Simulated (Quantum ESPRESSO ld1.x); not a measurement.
The aim is neutral ytterbium in [Xe] 4f14 6s2. What will ld1.x (Quantum ESPRESSO 7.5) do with this input?

```
 &input
    zed=70.0,
    iswitch=1,
    rel=2,
    dft='PZ',
    config='[Xe] 4f14 6s2',
    verbosity='high',
    lsmall=.true.,
    tr2=1e-22,
    prefix='ld1',
    max_out_wfc=37,
    file_charge='ld1.rho',
 /
```

Answer. Usable despite the warning. The threshold lies below the rounding noise, so the cycle runs to its limit and warns, but the energy differs from the sound run by less than 1e-5 hartree.

Output (excerpt):

```
     Program LD1 v.7.5 starts

 state nlj           4           3   2.5000000000000000       not converged   [4 such lines]
 state nlj           6           0  0.50000000000000000       not converged
 classical turning point too close to mesh           4           3           3
 classical turning point too close to mesh           4           3          -4
     Message from routine scf:
     warning: convergence not achieved
     --------------------------- All-electron run ----------------------------

     dirac relativistic calculation

     atomic number is 70.00
     dft =PZ   lsd =0 sic =0 latt =0  beta=0.20 tr2=1.0E-22
     Exchange-correlation= PZ
                           (   1   1   0   0   0   0   0)
     mesh =2107 r(mesh) =  99.43506 a.u. xmin = -8.00 dx = 0.00800
     1 Ry =  13.60569312 eV, c = 137.03599908

     n l j   nl                  e(Ry)          e(Ha)          e(eV)
     Spin orbit split results
     1 0 0.5 1S 1( 2.00)   -4491.869255618   -2245.934627809 -61114.9946406
     2 0 0.5 2S 1( 2.00)    -760.662878703    -380.331439351 -10349.3456977
     2 1 0.5 2P 1( 2.00)    -725.733887680    -362.866943840  -9874.1125647
     2 1 1.5 2P 1( 4.00)    -648.858911651    -324.429455825  -8828.1752320
     3 0 0.5 3S 1( 2.00)    -171.406819159     -85.703409579  -2332.1085807
     3 1 0.5 3P 1( 2.00)    -155.971128217     -77.985564109  -2122.0953066
     3 1 1.5 3P 1( 4.00)    -139.659274750     -69.829637375  -1900.1612340
     4 0 0.5 4S 1( 2.00)     -33.677200747     -16.838600373   -458.2016586
     4 1 0.5 4P 1( 2.00)     -27.434833683     -13.717416842   -373.2699280
     4 1 1.5 4P 1( 4.00)     -23.726270627     -11.863135314   -322.8123571
     3 2 1.5 3D 1( 4.00)    -113.315484452     -56.657742226  -1541.7357075
     3 2 2.5 3D 1( 6.00)    -109.748643821     -54.874321910  -1493.2063685
     5 0 0.5 5S 1( 2.00)      -4.041836771      -2.020918386    -54.9919908
     5 1 0.5 5P 1( 2.00)      -2.351562062      -1.175781031    -31.9946318
     5 1 1.5 5P 1( 4.00)      -1.900044365      -0.950022182    -25.8514205
     4 2 1.5 4D 1( 4.00)     -13.446365035      -6.723182517   -182.9471163
     4 2 2.5 4D 1( 6.00)     -12.771252956      -6.385626478   -173.7617485
     4 3 2.5 4F 1( 6.00)      -0.293070317      -0.146535159     -3.9874248
     4 3 3.5 4F 1( 8.00)      -0.196088541      -0.098044271     -2.6679205
     6 0 0.5 6S 1( 2.00)      -0.300440466      -0.150220233     -4.0877008
     Averaged results
     1 0     1S 1( 2.00)   -4491.869255618   -2245.934627809 -61114.9946406
     2 0     2S 1( 2.00)    -760.662878703    -380.331439351 -10349.3456977
     2 1     2P 1( 6.00)    -674.483903661    -337.241951830  -9176.8210096
     3 0     3S 1( 2.00)    -171.406819159     -85.703409579  -2332.1085807
     3 1     3P 1( 6.00)    -145.096559239     -72.548279619  -1974.1392582
     4 0     4S 1( 2.00)     -33.677200747     -16.838600373   -458.2016586
     4 1     4P 1( 6.00)     -24.962458312     -12.481229156   -339.6315474
     3 2     3D 1(10.00)    -111.175380073     -55.587690037  -1512.6181041
     5 0     5S 1( 2.00)      -4.041836771      -2.020918386    -54.9919908
     5 1     5P 1( 6.00)      -2.050550264      -1.025275132    -27.8991576
     4 2     4D 1(10.00)     -13.041297787      -6.520648894   -177.4358956
     4 3     4F 1(14.00)      -0.237652160      -0.118826080     -3.2334224
     6 0     6S 1( 2.00)      -0.300440466      -0.150220233     -4.0877008

     final scf error:  3.7E-18 reached in 201 iterations

     Etot =  -28134.617685 Ry,  -14067.308842 Ha, -382790.974355 eV

     Ekin =   31254.872074 Ry,   15627.436037 Ha,  425244.198041 eV
     Encl =  -69890.434217 Ry,  -34945.217108 Ha, -950907.800185 eV
     Eh   =   11072.771491 Ry,    5536.385746 Ha,  150652.730932 eV
     Exc  =    -571.827034 Ry,    -285.913517 Ha,   -7780.103143 eV
```

Run on one thread of a shared host, so times are rough (Intel(R) Xeon(R) Processor @ 2.60GHz): 1.8 s of CPU time, 2.7 s wall, 201 iterations on 2107 mesh points.
